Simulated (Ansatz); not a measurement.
**Pulling the pair apart**

The pair of NH4⁺ (SMILES [NH4+], atoms 1–5) and SbH3 (SMILES [SbH3], atoms 6–9), both closed shells, in one local arrangement (a lower one may exist), relaxed at PBE0-D4/def2-TZVP:

N1  (-0.152, -0.434, -1.292)
H2  (0.232, 0.088, -0.473)
H3  (-0.729, -1.206, -0.954)
H4  (0.615, -0.801, -1.858)
H5  (-0.724, 0.195, -1.858)
Sb6  (0.409, 0.892, 2.240)
H7  (0.411, -0.807, 1.998)
H8  (1.094, 1.088, 0.656)
H9  (-1.155, 0.985, 1.541)
(Å)

SbH3 is shifted rigidly along the line between the mean atom positions of the two fragments (negative: closer). Counterpoise interaction energies in kJ/mol. Ansatz 0.2.0; basis: def2-TZVPPD; cores frozen in the correlated methods. Filled d shells of the heavier atoms are correlated. Core potentials replace the inner electrons of the atoms past krypton. The def2 sets are not built for correlating such inner shells, so the correlated values are less sure here. B3LYP uses VWN-RPA correlation.

```json
{"shift (Å)": "-0.28", "HF": "-12.4", "B3LYP-D4": "-40.5", "PBE-D4": "-45.9"}
{"shift (Å)": "-0.14", "HF": "-22.7", "B3LYP-D4": "-46.5", "PBE-D4": "-51.0"}
{"shift (Å)": "0.00", "HF": "-28.1", "B3LYP-D4": "-48.2", "PBE-D4": "-52.1"}
{"shift (Å)": "0.14", "HF": "-30.4", "B3LYP-D4": "-47.3", "PBE-D4": "-50.7"}
{"shift (Å)": "0.34", "HF": "-30.5", "B3LYP-D4": "-43.6", "PBE-D4": "-46.5"}
{"shift (Å)": "0.71", "HF": "-26.5", "B3LYP-D4": "-34.4", "PBE-D4": "-36.6"}
{"shift (Å)": "1.42", "HF": "-17.4", "B3LYP-D4": "-19.9", "PBE-D4": "-21.1"}
{"shift (Å)": "2.83", "HF": "-8.0", "B3LYP-D4": "-7.7", "PBE-D4": "-7.9"}
```

At the largest shift the D4 term itself is slightly repulsive (B3LYP-D4 +7.9 meV, PBE-D4 +4.1 meV): a quirk of that model, not of the functional.

Task: What does CCSD(T) give at these shifts? (To be estimated.)

Result: By the calculation: -31.9, -38.6, -41.1, -41.0, -38.3, -30.9, -18.6, -7.8 kJ/mol. For zero shift, CCSD(T) at an estimated basis limit (MP2 extrapolated from triple and quadruple zeta, plus CCSD(T) − MP2 in triple zeta) gives -43.5 kJ/mol. These are counterpoise interaction energies, counted from the two frozen fragments.

No T1 diagnostic of these runs exceeds 0.013.

For scale, one of the runs: CCSD(T)/def2-TZVPPD, 212 basis functions, launched by `ansatz run in.yaml --threads 4 --pin off --events-out ev --progress --plain --max-ram 9574MiB`. Time: 68 s of wall clock on 4 CPU threads of an Arm Neoverse V1; the host was shared. Peak host memory: 3.3 GiB.
